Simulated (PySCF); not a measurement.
ClH₄NO₂Si. Atoms are numbered in the order given.

```xyz
9

N      1.7907    -0.3043    -0.1573
Si     0.1232    -0.0229    -0.3382
O     -0.2374     1.3786    -1.1319
O     -0.6258    -1.2068    -1.2004
Cl    -0.6168     0.0676     1.5935
H      2.1316    -0.7294     0.6962
H      2.3545    -0.5584    -0.9605
H      0.1231     2.1847    -0.7510
H     -1.4781    -0.9697    -1.5792
```
Charge 0, spin multiplicity 1.

The structure is a stationary point at PBE0-D3(BJ)/def2-SVP. The structure was generated by enumeration, and PubChem lists no compound with its InChIKey, so it may never have been made. The values are those of a single conformer.

Method: TDA-B3LYP/def2-SVPD in PySCF.

Vertical excitations. Isolated molecule, no solvent.

```csv
state,energy (eV),λ (nm),f,main pairs
S1,6.52,190,0.023,HOMO→LUMO 98 %
S2,7.46,166,0.041,HOMO−1→LUMO 93 %
S3,7.59,163,0.039,HOMO−2→LUMO 97 %
S4,7.67,162,0.002,HOMO→LUMO+2 90 %
S5,7.92,156,0.024,HOMO→LUMO+1 95 %
S6,8.04,154,0.004,"HOMO→LUMO+3 71 %, HOMO→LUMO+4 21 %"
S7,8.22,151,0.113,HOMO−3→LUMO 89 %
S8,8.31,149,0.046,HOMO−4→LUMO 83 %
S9,8.45,147,0.002,"HOMO→LUMO+4 70 %, HOMO→LUMO+3 21 %"
S10,8.68,143,0.010,HOMO−1→LUMO+1 82 %
T1,6.26,198,0,HOMO→LUMO 91 %
T2,7.22,172,0,"HOMO−1→LUMO 74 %, HOMO→LUMO+2 15 %"
T3,7.40,168,0,HOMO−2→LUMO 83 %
T4,7.48,166,0,"HOMO→LUMO+2 65 %, HOMO−1→LUMO 16 %"
```
Triplets are in the Tamm–Dancoff approximation.
